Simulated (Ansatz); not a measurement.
CH3BClNO can be A, `N=CB(O)Cl`, or B, `ClB1NCO1`.

Computed with Ansatz on PBE0-D4/def2-TZVP structures; ΔE is electronic, products minus reactants. CCSD(T)/CBS is the MP2 limit (def2-TZVPP, def2-QZVPP) plus CCSD(T) − MP2 in def2-TZVPP, frozen cores. Functionals use def2-TZVPP. B3LYP here is the variant with VWN-RPA as its local correlation; programs differ in this. One conformer a species, not always the lowest.

A:

```xyz
8

N     1.579   -0.826    0.808
C     0.968    0.140    0.255
B    -0.529    0.141   -0.221
O    -1.033    1.247   -0.791
Cl   -1.526   -1.306    0.001
H     0.951   -1.629    0.908
H     1.546    1.058    0.096
H    -1.955    1.174   -1.056
```

B:

```xyz
8

Cl   -0.3140    2.4583   -1.2577
B    -0.0245    0.9088   -0.5270
N    -0.8200   -0.0611    0.1102
C     0.4240   -0.7769    0.3115
O     1.1745    0.2172   -0.4092
H    -1.6827   -0.1543    0.6089
H     0.7598   -0.8435    1.3502
H     0.4830   -1.7485   -0.1869
```

Task: Which is lower in electronic energy at CCSD(T)/CBS, and by how much? (Best estimate.)

Result: Ansatz gave: B, by 4.2 kcal/mol.

Task: Give E(B) − E(A) in kcal/mol with PBE-D4, B3LYP, B2PLYP, r2SCAN-D4, ωB97M-V, CCSD(T)/def2-TZVPP, BLYP-D4. (An estimate is asked.)

Result: Ansatz gave: PBE-D4 -6.2, B3LYP -3.3, B2PLYP -3.9, r2SCAN-D4 -6.2, ωB97M-V -5.8, CCSD(T)/def2-TZVPP -4.1, BLYP-D4 -0.7. None reverses the order clearly.

Task: Does the order hold for the free energy at 298.15 K (harmonic terms from PBE0-D4)? (Estimate.)

Result: Computed: Yes: G(B) − G(A) = -2.7 kcal/mol, for one conformer each.

Largest T1 diagnostic: 0.013.

From BLYP to BHLYP (50 % exact exchange), in def2-TZVPP and without D4, E(B) − E(A) moves by −4.5 kcal/mol. Leaving LDA and LC-ωPBE aside and taking each functional with its dispersion term where it has one, the values, not all of them listed here, spread over 8.4 kcal/mol, from PBE-QIDH to BLYP-D4. LDA lies −6.5 kcal/mol from PBE without D4.
